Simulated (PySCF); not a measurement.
Species: meta-tolunitrile, C8H7N.
SMILES with atom numbers: `[CH3:1][c:2]1[cH:3][cH:4][cH:5][c:6]([C:7]#[N:8])[cH:9]1`

Structure used (GFN2-xTB), in Å, numbered top down from 1:
```
atom  x, y, z in Å
C1    -2.3022   -0.6848   -0.0705
C2    -0.9135   -0.1260   -0.0387
C3    -0.6946    1.2376   -0.2141
C4     0.5867    1.7625   -0.2021
C5     1.6776    0.9360   -0.0102
C6     1.4705   -0.4317    0.1655
C7     2.5749   -1.2924    0.3633
N8     3.4712   -1.9895    0.5220
C9     0.1792   -0.9576    0.1487
H10   -2.3413   -1.6590    0.4102
H11   -2.9984   -0.0150    0.4294
H12   -2.6314   -0.8013   -1.1033
H13   -1.5406    1.8940   -0.3593
H14    0.7351    2.8231   -0.3421
H15    2.6816    1.3334    0.0060
H16    0.0376   -2.0205    0.2836
```

Probes without a nucleus sit at each ring's centroid and 1 Å off its mean plane on both sides; NICS is minus the shielding there, NICSzz its component along the normal. Level: GIAO PBE0/pcSseg-1 (PySCF, non-relativistic, gas phase) on the GFN2-xTB geometry, one conformer.

Ring bond lengths (Å), with Mayer bond orders in brackets: C2–C3 1.392 (1.40), C3–C4 1.385 (1.44), C4–C5 1.382 (1.44), C5–C6 1.394 (1.37), C6–C9 1.394 (1.36), C9–C2 1.386 (1.41).

Question: Give the NICS values of each ring in ppm.

Answer: 
```csv
ring,type,NICS(0),"NICS(1), two faces","NICS(1)zz, two faces",rms pucker (Å),"centre to ring atoms, mean (Å)"
C2–C3–C4–C5–C6–C9,6-membered carbocycle; formal bonds all aromatic,-8.9,-11.3 / -11.2,-27.6 / -27.4,0.00,1.39
```

Question: What can be read from them?

Answer: 
- C2–C3–C4–C5–C6–C9: mean NICS(1)zz -27.5 ppm, shielded, aromatic by this magnetic criterion (flat ring, no four-coordinate atom).

Question: And the bond-length index? HOMA = 1 − mean of α(R − Ropt)² over the ring bonds, with Krygowski's 1993 parameters (CC: Ropt 1.388 Å, α 257.7 Å⁻²).

Answer: 
- C2–C3–C4–C5–C6–C9: HOMA 0.99 = 1 − EN − GEO, with mean bond length 1.389 Å, EN = α(Ropt − mean)² = 0.000 and GEO = α × variance = 0.006. The geometric and the magnetic index point the same way.

Question: At the second NICS(1) probe listed for ring C2–C3–C4–C5–C6–C9, 1 Å off the ring, how large is the induced field along the normal in 14.1 T applied along it?

Answer: NICSzz × B0 = -27.4 ppm × 14.1 T = -386 μT, against the applied field.

Question: List the ring angles and the Hirshfeld charges of the ring atoms.

Answer: 
- C2–C3–C4–C5–C6–C9: C2 118.7° (+0.018 e), C3 121.0° (-0.039 e), C4 120.3° (-0.040 e), C5 119.1° (-0.035 e), C6 120.4° (+0.007 e), C9 120.4° (-0.037 e); sum 720.0° against 720° for a flat convex ring.

Question: How shielded are the nuclei of the rings and their hydrogens (means over atoms taken as equivalent)?

Answer: 
```
atoms                  environment  σ isotropic (ppm)  principal values of the symmetric part, first atom (ppm)
   C2  substituted aromatic carbon               41.9                                         -60.5, 7.3, 179.0
   C3           aromatic CH carbon               48.7                                        -57.1, 35.8, 167.3
   C4           aromatic CH carbon               52.4                                        -57.5, 36.0, 178.6
   C5           aromatic CH carbon               50.0                                        -56.8, 31.8, 175.0
   C6  substituted aromatic carbon               69.1                                        -35.2, 71.3, 171.3
   C9           aromatic CH carbon               47.0                                        -56.1, 38.1, 159.2
  H13            aromatic hydrogen              24.03                                          20.6, 23.2, 28.3
  H14            aromatic hydrogen              24.03                                          20.7, 24.6, 26.8
  H15            aromatic hydrogen              23.93                                          20.6, 23.6, 27.7
  H16            aromatic hydrogen              23.93                                          20.2, 22.4, 29.2
```

Hardware: an Arm Neoverse V2 with one thread (shared host). Cost: 21 s. This is the whole shielding run at PBE0/pcSseg-1, SCF included.
